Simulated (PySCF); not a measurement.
Species: C8H12O.
InChI=1S/C8H12O/c1-6(2)7-3-4-8(9)5-7/h5-6H,3-4H2,1-2H3

A linear-response calculation (PySCF, def2-SVPD basis, gas phase, vertical, core orbitals frozen in the response) gave these numbers; the functional is withheld.

Orbital energies (eV): HOMO-3 -11.21, HOMO-2 -11.06, HOMO-1 -8.92, HOMO -8.44, LUMO -0.06, LUMO+1 1.07, LUMO+2 1.71.

```json
{"state": "S1", "E (eV)": "4.09", "f": "0.0003", "main configurations (H = HOMO, L = LUMO)": "H→L (91%)"}
{"state": "S2", "E (eV)": "6.05", "f": "0.445", "main configurations (H = HOMO, L = LUMO)": "H-1→L (95%)"}
{"state": "S3", "E (eV)": "6.92", "f": "0.0009", "main configurations (H = HOMO, L = LUMO)": "H→L+5 (43%), H→L+3 (32%)"}
{"state": "S4", "E (eV)": "6.98", "f": "0.016", "main configurations (H = HOMO, L = LUMO)": "H→L+1 (54%), H→L+4 (23%), H→L+2 (13%)"}
{"state": "S5", "E (eV)": "7.30", "f": "0.0026", "main configurations (H = HOMO, L = LUMO)": "H-1→L+1 (85%)"}
{"state": "S6", "E (eV)": "7.39", "f": "0.0016", "main configurations (H = HOMO, L = LUMO)": "H-2→L (50%), H-3→L (39%)"}
```

Triplets, Tamm–Dancoff:

```
state  E (eV)  λ (nm)  main configurations (H = HOMO, L = LUMO)
   T1    3.64   340.4                                 H→L (88%)
   T2    3.84   323.3                               H-1→L (92%)
   T3    6.06   204.7   H-1→L+5 (17%), H-5→L (12%), H-4→L (11%)
   T4    6.71   184.7                  H→L+5 (40%), H→L+3 (27%)
```

Vertical ionisation energy by ΔSCF with the same functional: 9.06 eV. Mean static polarisability: 97.1 au.

**Question.** Name the functional.
A. HF
B. B3LYP
C. CAM-B3LYP
D. PBE

**Answer.** C. CAM-B3LYP is range-separated, 19% exact exchange at short range and 65% at long range (ω = 0.33 bohr⁻¹). In this run −ε(HOMO) = 8.44 eV differs from the ΔSCF value by -0.62 eV, and S1 differs from the orbital gap of 8.38 eV by -4.29 eV. The ratio −ε(HOMO)/IP is 0.93. Small neutral molecules mostly give 0.85 to 0.93 with CAM-B3LYP, 0.5 to 0.7 with PBE, 0.67 to 0.83 with B3LYP; Hartree–Fock can't fall below 1, since the ion's relaxation only lowers the ΔSCF value. The other options: PBE, a GGA without exact exchange; HF, time-dependent Hartree–Fock, 100% exact exchange; B3LYP, a global hybrid with 20% exact exchange.

Computed, not measured: TDDFT CAM-B3LYP/def2-SVPD, vertical, gas phase, core orbitals frozen in the response in PySCF. The structure is a single PBE0-D3(BJ)/def2-SVP conformer in the gas phase; no vibrational or solvent corrections.

Shape of the structure used: `[CH3:1][CH:2]([CH3:3])[C:4]1=[CH:5][C:6](=[O:7])[CH2:8][CH2:9]1`: C1–C2–C4–C5 -12°.
